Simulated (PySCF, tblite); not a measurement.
Isomers of C5H6NO2 (doublet state), one GFN2-xTB conformer each. Single-point energies are computed at B3LYP/pcH-1 (PySCF, gas phase, no added dispersion term), electronic only. GFN2-xTB treats the open shell by occupation alone, and not every SCF solution was tested for stability.

Task: Rank them by B3LYP/pcH-1 energy, lowest first (kcal/mol).
A. `[CH2:1]=[CH:2][O:3]/[CH:4]=[C:5]/[NH:6][CH:7]=[O:8]` (doublet state) with C1–C2–O3–C4 179°, C2–O3–C4–C5 169°, C4–C5–N6–C7 -33°, C5–N6–C7–O8 8°
B. `[H]/[C:1]=[CH:2]\[O:3]/[CH:4]=[CH:5]\[NH:6][CH:7]=[O:8]` (doublet state) with C1–C2–O3–C4 -5°, C2–O3–C4–C5 168°, C4–C5–N6–C7 179°, C5–N6–C7–O8 0°
C. `[CH2:1]=[CH:2][O:3]/[C:4]=[CH:5]/[NH:6][CH:7]=[O:8]` (doublet state) with C1–C2–O3–C4 174°, C2–O3–C4–C5 45°, C4–C5–N6–C7 -170°, C5–N6–C7–O8 -1°
D. `[CH2:1]=[CH:2][O:3]/[CH:4]=[CH:5]\[NH:6][C:7]=[O:8]` (doublet state) with C1–C2–O3–C4 180°, C2–O3–C4–C5 180°, C4–C5–N6–C7 180°, C5–N6–C7–O8 0°

Result: D (0.0), C (19.0), A (19.5), B (20.5).

Neighbours under 5.0 kcal/mol apart (C=CO/[C]=C/NC=O and C=CO/C=[C]/NC=O; C=CO/C=[C]/NC=O and [H]/[C]=C\O/C=C\NC=O) can change places with a better method, another conformer or zero-point energy. GFN2-xTB itself gives, in the same order: 0.0, 10.5, 13.3, 19.6. Both levels put the same isomer lowest; measured from each level's own lowest isomer, the values differ by up to 8.5 kcal/mol (C=CO/[C]=C/NC=O: 10.5 against 19.0).

Task: What happens when harmonic zero-point energies from GFN2-xTB frequencies are added?

Result: 
| SMILES | ZPE (kcal/mol) | electronic (kcal/mol) | with ZPE (kcal/mol) |
| --- | --- | --- | --- |
| C=CO/C=C\N[C]=O | 63.2 | 0.0 | 0.0 |
| C=CO/[C]=C/NC=O | 62.3 | 19.0 | 18.1 |
| C=CO/C=[C]/NC=O | 62.3 | 19.5 | 18.6 |
| [H]/[C]=C\O/C=C\NC=O | 61.9 | 20.5 | 19.2 |

The zero-point energies span 1.3 kcal/mol. The order is unchanged.
